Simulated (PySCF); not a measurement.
hexa-1,5-diene (C6H10), SMILES C=CCCC=C.

The structure is a stationary point at B3LYP-D3(BJ)/def2-SVP. Other conformers were not sampled.

Level of theory: PBE/def2-TZVP in PySCF.

Gas-phase values at a fixed geometry.

```yaml
total_energy: -234.35962 hartree
highest_occupied_level: -6.18 eV
lowest_empty_level: -0.80 eV
orbital_gap: 5.38 eV
dipole_moment: 0.57 D
quadrupole, principal values (traceless, Buckingham form, about the centre of nuclear charge): -2.38, -0.05, 2.43 D·Å
mean_static_polarisability: 74.8 bohr³ (11.09 Å³)
polarisability_principal_values: 58.2, 73.7, 92.7 bohr³
```
